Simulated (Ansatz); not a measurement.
A search over several starts for the lowest SCF solution of MoBr₂O₂⁺, that is MoO2Br2 with one electron fewer at the given spin, in a small basis.

```yaml
crystal:
  periodic: [false, false, false]
  atoms:
    - {symbol: Mo, position_ang: [0.117717, -0.000278, 0.082589]}
    - {symbol: O, position_ang: [0.159264, -0.014549, 1.756014]}
    - {symbol: O, position_ang: [1.705418, 0.009846, -0.447863]}
    - {symbol: Br, position_ang: [-0.998249, 2.003917, -0.678259]}
    - {symbol: Br, position_ang: [-0.984160, -1.998926, -0.712481]}
basis:
  gaussian: {orbitals: def2-SVP}
total_charge: 1
magnetization: {spin_polarized: true, initial_magnetization: 1}
hamiltonian: {xc: pbe0, dispersion: d4}
output: {orbitals: {seedname: orbitals}}
```

```sh
$ ansatz run in.yaml --threads 4 --pin off --events-out ev --progress --plain --max-ram 3916MiB
```

Shortened log:

```
Functional definition: PBE0
1191 factors; integrals over basis functions are off by at most 1.2e-3 eV
mean field evaluation 1: about -145970.1997 eV, gradient 7.6e1 eV
mean field evaluation 2: about -145655.8943 eV, gradient 2.3e2 eV
mean field evaluation 4: about -145953.5496 eV, gradient 9.1e1 eV
mean field evaluation 8: about -145995.0723 eV, gradient 9.5e-1 eV
mean field evaluation 16: about -145995.1616 eV, gradient 1.7e-2 eV
mean field evaluation 32: about -145995.1617 eV, gradient 5.2e-5 eV
mean field evaluation 64: about -145994.0398 eV, gradient 1.0e1 eV
mean field -145995.16165517 eV, -5365.2232317526 hartree, gradient 3.8e-6 eV, S^2 0.776584; 8 other end points of the search recorded, 0 dependent functions left out
reference -145995.16170297 eV, -5365.2232335093 hartree; 50, 49 occupied and 73, 74 virtual orbitals, 1191 factors
Total energy: -145995.33907264 eV, -5365.2297517245 hartree
```

Run time 17 s (4 threads of AMD EPYC 7B13 on a shared host), peak host memory 0.65 GiB.

In the def2 sets Mo takes a core potential; there is no spin–orbit coupling.
